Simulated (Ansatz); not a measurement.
Total energies of CH4GeO2, SMILES `O=C[O][GeH3]`.

Z-matrix (Å, degrees):
```
Ge
O 1 1.840
H 1 1.528 2 108.6
H 1 1.532 2 100.3 3 118.0
H 1 1.528 2 108.6 3 -124.0
C 2 1.318 1 113.7 3 62.0
O 6 1.203 2 124.7 1 0.0
H 6 1.101 2 111.6 1 -180.0
```

Total charge 0; spin multiplicity 1. Correlated methods include outer-core shells of Ge, which these sets cover unevenly. Scalar relativity is left out up to krypton. All single points use the PBE0-D4/def2-TZVP geometry. It is one conformer, not always the lowest. Basis def2-TZVPP, Ansatz.

RPA on PBE orbitals: Hartree–Fock energy of these orbitals -2265.32484 Eh, correlation -1.37936 Eh (frozen core).

```
functional  energy without D4 (Eh)  D4 term (kJ/mol)
    revPBE             -2267.84510             -43.4
      BLYP             -2268.08264             -30.5
      PBE0             -2267.59272             -11.3
     B3LYP             -2268.11452             -22.0
   r2SCANh             -2267.93921              -3.4
   r2SCAN0             -2267.90942              -3.7
 CAM-B3LYP             -2268.11831             -11.4
   LC-ωPBE             -2267.67674                 –
   ωB97X-V             -2267.81221                 –
    B2PLYP             -2267.56671                 –
```

Task: Give the same for LDA (SPW92), PBE, r2SCAN, B97M-V, HSE06 (plane-wave form), BHLYP, ωB97M-V, PBE-QIDH. (Estimate.)

Result: The calculation gave: 
```json
{"functional": "LDA (SPW92)", "energy without D4 (Eh)": "-2263.46081", "D4 term (kJ/mol)": "–"}
{"functional": "PBE", "energy without D4 (Eh)": "-2267.53994", "D4 term (kJ/mol)": "-13.6"}
{"functional": "r2SCAN", "energy without D4 (Eh)": "-2267.96018", "D4 term (kJ/mol)": "-3.2"}
{"functional": "B97M-V", "energy without D4 (Eh)": "-2267.63445", "D4 term (kJ/mol)": "–"}
{"functional": "HSE06 (plane-wave form)", "energy without D4 (Eh)": "-2267.58431", "D4 term (kJ/mol)": "-10.5"}
{"functional": "BHLYP", "energy without D4 (Eh)": "-2267.94384", "D4 term (kJ/mol)": "-16.6"}
{"functional": "ωB97M-V", "energy without D4 (Eh)": "-2267.88454", "D4 term (kJ/mol)": "–"}
{"functional": "PBE-QIDH", "energy without D4 (Eh)": "-2267.23913", "D4 term (kJ/mol)": "–"}
```

B3LYP takes the VWN-RPA correlation (the form of Gaussian; ORCA's B3LYP/G). HSE06 is the plane-wave form, built on full-range PBE exchange. The double hybrids freeze the cores in their second-order part.

LC-ωPBE has ω = 0.4 bohr⁻¹.
